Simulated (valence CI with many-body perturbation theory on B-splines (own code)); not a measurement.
## Ce XX: M1 decay

Computed by valence CI with perturbative core correlation (CI+MBPT): three valence electrons over a frozen Dirac-Fock core [Kr], a basis of 7 s, 7 p, 8 d, 6 f, 4 g, 1 h functions for each j, with the one-electron correlation potential Σ1, the two-electron term Σ2, the three-electron term Σ3, Breit, model QED; selected CI, second order for the rest, scaled by the run's own slope (own B-spline code, finite nucleus).

No measured levels were compared; by estimate terms of the open shell hold to 2 to 4 % of their energy, and close levels can change places. The list stops below the first excitations out of the core.

Lines 1 to 50 of 70 in falling wavelength, among levels below 618170 cm⁻¹, chosen from the decays that carry over 1 % of a level's rate. Wavelengths and rates use the calculated energies, so an error of 2000 cm⁻¹ moves a line at 558.5 nm by 11 % and its rate by three times that or more. Weak lines are less certain than strong ones. Lines between different terms over intervals too small for the method are left out, as are lines whose strength nearly cancels. The highest levels of a list are the least certain.

Names give the largest LS component (configuration and term), which can be under half, so a name can repeat, a term be missing and a line seem to break the LS rules; names also repeat where a configuration has a term twice. Letters in brackets count levels of one name in rising energy.

```csv
λ vac (nm),Upper,Lower,Type,A (s⁻¹),Branch %
1510,4d³ ⁴P_1/2,4d³ ⁴P_3/2,M1,7.78e+00,6.7
1486,4d³ ⁴F_9/2,4d³ ⁴F_7/2,M1,4.50e+00,100.0
718.5,4d³ ⁴F_7/2,4d³ ⁴F_5/2,M1,8.30e+01,100.0
611.4,4d³ ²D_5/2 [a],4d³ ²D_3/2 [a],M1,3.50e+01,4.1
558.5,4d³ ⁴P_3/2,4d³ ⁴F_5/2,M1,3.04e+01,7.4
537.2,4d³ ²G_9/2,4d³ ²H_11/2,M1,2.48e+01,1.6
509.4,4d³ ²H_11/2,4d³ ²H_9/2,M1,4.95e+01,16.5
475.2,4d³ ⁴F_5/2,4d³ ⁴F_3/2,M1,3.25e+02,100.0
467.2,4d³ ²P_3/2,4d³ ²D_5/2 [a],M1,2.55e+01,1.4
406.2,4d³ ²F_5/2,4d³ ²D_3/2 [a],M1,8.22e+00,1.4
378.5,4d³ ²H_9/2,4d³ ⁴F_9/2,M1,3.21e+02,53.1
374.3,4d³ ²D_5/2 [a],4d³ ⁴P_5/2,M1,1.65e+01,1.9
340.5,4d³ ⁴P_5/2,4d³ ⁴P_3/2,M1,2.32e+02,74.9
334.0,4d³ ²G_7/2,4d³ ⁴F_7/2,M1,2.22e+02,21.6
331.9,4d³ ²D_5/2 [a],4d³ ²G_7/2,M1,1.97e+01,2.3
302.1,4d³ ²D_3/2 [a],4d³ ⁴P_1/2,M1,1.64e+02,8.7
301.7,4d³ ²H_9/2,4d³ ⁴F_7/2,M1,2.83e+02,46.8
301.6,4d³ ²P_3/2,4d³ ²P_1/2,M1,2.73e+02,14.7
299.8,4d³ ⁴P_5/2,4d³ ⁴F_7/2,M1,2.23e+01,7.2
285.9,4d³ ²F_5/2,4d³ ⁴P_5/2,M1,2.10e+02,36.7
265.2,4d³ ²P_1/2,4d³ ⁴P_1/2,M1,9.11e+02,94.5
264.8,4d³ ²P_3/2,4d³ ²D_3/2 [a],M1,5.16e+02,27.8
261.5,4d³ ²G_9/2,4d³ ²H_9/2,M1,6.65e+02,42.5
260.7,4d³ ²D_3/2 [b],4d³ ²P_3/2,M1,3.87e+01,1.9
260.5,4d³ ²F_5/2,4d³ ²G_7/2,M1,4.02e+01,7.0
256.8,4d³ ²F_7/2,4d³ ⁴P_5/2,M1,1.32e+01,2.4
256.7,4d³ ⁴P_3/2,4d³ ⁴F_3/2,M1,3.81e+02,92.6
251.7,4d³ ²D_3/2 [a],4d³ ⁴P_3/2,M1,8.94e+02,47.6
241.2,4d³ ²G_9/2,4d³ ²G_7/2,M1,7.55e+02,48.3
236.1,4d³ ²F_7/2,4d³ ²G_7/2,M1,1.19e+02,21.7
228.0,4d³ ²G_7/2,4d³ ⁴F_5/2,M1,8.05e+02,78.3
225.6,4d³ ²P_1/2,4d³ ⁴P_3/2,M1,2.12e+01,2.2
224.2,4d³ ²D_5/2 [b],4d³ ²P_3/2,M1,6.02e+01,1.7
219.4,4d³ ⁴P_1/2,4d³ ⁴F_3/2,M1,1.08e+02,92.6
217.2,4d³ ²H_11/2,4d³ ⁴F_9/2,M1,2.50e+02,83.4
211.6,4d³ ⁴P_5/2,4d³ ⁴F_5/2,M1,3.67e+01,11.8
207.8,4d³ ²P_3/2,4d³ ⁴P_5/2,M1,5.57e+02,30.0
194.2,4d³ ²D_3/2 [b],4d³ ²F_5/2,M1,2.66e+02,13.3
185.9,4d³ ²D_5/2 [b],4d³ ²F_7/2,M1,3.74e+02,10.4
178.3,4d³ ²D_5/2 [a],4d³ ⁴P_3/2,M1,1.43e+02,16.9
173.5,4d³ ²D_3/2 [a],4d³ ⁴F_5/2,M1,6.35e+02,33.8
173.2,4d³ ²D_5/2 [b],4d³ ²F_5/2,M1,9.60e+02,26.8
167.4,4d³ ²D_3/2 [b],4d³ ²D_5/2 [a],M1,6.64e+02,33.1
166.5,4d³ ²D_5/2 [a],4d³ ⁴F_7/2,M1,4.96e+02,58.4
155.4,4d³ ²F_5/2,4d³ ⁴P_3/2,M1,1.24e+02,21.7
152.5,4d³ ²F_7/2,4d³ ⁴F_9/2,M1,2.49e+02,45.6
146.4,4d³ ⁴P_5/2,4d³ ⁴F_3/2,M1,1.85e+01,6.0
146.3,4d³ ²F_5/2,4d³ ⁴F_7/2,M1,5.32e+01,9.3
140.1,4d³ ²G_9/2,4d³ ⁴F_7/2,M1,1.07e+02,6.9
139.9,4d³ ²D_3/2 [b],4d³ ²P_1/2,M1,1.24e+02,6.2
```
